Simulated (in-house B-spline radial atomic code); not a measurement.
RPA and G0W0 on LC-wPBE: the bromine ion Br²⁺

Configuration [Ar] 3d10 4s2 4p3, highest spin, mean-field start LC-wPBE. Computed with an all-electron radial atomic-structure program (B-spline basis): all electrons, non-relativistic, point nucleus, each spin shell either full or empty, empty states to l = 9 with an (l + 1/2)⁻⁴ tail; G0W0 by contour deformation at full frequency.

Command:
```bash
python run_gw.py task.json out
```
Settings (radii: box in bohr, nucleus in fm):
```
Z                        35
electrons                33
configuration            [Ar] 3d10 4s2 4p3
hamiltonian              nr
method                   lc_wpbe
lmax                     9
spin_polarised           True
box_radius               17.55
intervals                52
```

Run time, properties included: 4.6 s on 1 thread of Arm Neoverse N1, with other jobs on the host.

Energies (hartree):

```
                                     term        value
                         mean-field total  -2572.59158
Hartree-Fock functional on these orbitals  -2571.28562
                      direct second order      -2.6755
                    second-order exchange      0.77847
                         SOSEX correction      0.72165
```

What is the RPA correlation energy, and what remains with SOSEX?

RPA gives -2.3448 hartree (-1.93 eV per electron); RPA + SOSEX gives -1.6232, and the second-order doubles -1.897 hartree (no singles). RPA lacks exchange-type terms and so overcorrelates at short range.

Quasi-particle levels (eV):

```csv
level,occupied,mean field,Σx - vxc,Σc,QP weight,G0W0
4p up,yes,-34.02,-1.04,?,?,?
4s down,yes,-43.47,1.02,-2.17,0.955,-44.63
4p down,no,-22.064,2.89,-2.27,0.958,-21.445
```

G0W0 = mean field + (Σx - vxc) + Σc, with Σc (partial-wave tail included) taken at the quasi-particle energy. Only the outer levels were computed. Levels of low weight are left out.

Where does G0W0 put 4p up?

At -35.54 eV, with Σc = -0.48 eV and a quasi-particle weight of 0.958. The tabulated removal energy is 34.871 ± 0.019 eV (NIST, measured); the calculation leaves out relativity, Breit and QED terms, and what these don't explain is the method's own error.
